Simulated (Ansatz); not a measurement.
`BC[SiH2]CF` and `FC[SiH2]CF` differ in one atom or group.

Ansatz, PBE0-D4/def2-TZVP geometries, multiplicity 1. Each molecule was computed in one conformer, which needn't be the lowest.

```
                                          property  `BC[SiH2]CF`
              HOMO–LUMO gap (PBE0/def2-TZVPP) / eV          7.20
               HOMO–LUMO gap (PBE/def2-TZVPP) / eV          4.82
           HOMO–LUMO gap (ωB97M-V/def2-TZVPP) / eV         11.35
size of the dipole moment (ωB97M-V/def2-TZVPP) / D          1.43
             HOMO energy (ωB97M-V/def2-TZVPP) / eV        -10.85
               LUMO energy (B3LYP/def2-TZVPP) / eV         -1.60
```

Problem. What does the change do to each property? (An estimate is asked.)

Solution. Ansatz gave: 
```csv
property,`FC[SiH2]CF`,shift
HOMO–LUMO gap (PBE0/def2-TZVPP) / eV,9.10,1.90
HOMO–LUMO gap (PBE/def2-TZVPP) / eV,6.75,1.93
HOMO–LUMO gap (ωB97M-V/def2-TZVPP) / eV,12.92,1.57
size of the dipole moment (ωB97M-V/def2-TZVPP) / D,1.57,0.14
HOMO energy (ωB97M-V/def2-TZVPP) / eV,-10.88,-0.03
LUMO energy (B3LYP/def2-TZVPP) / eV,0.26,1.86
```

Dipoles are sizes alone; their direction can turn.

B3LYP here is the variant with VWN-RPA as its local correlation; programs differ in this.
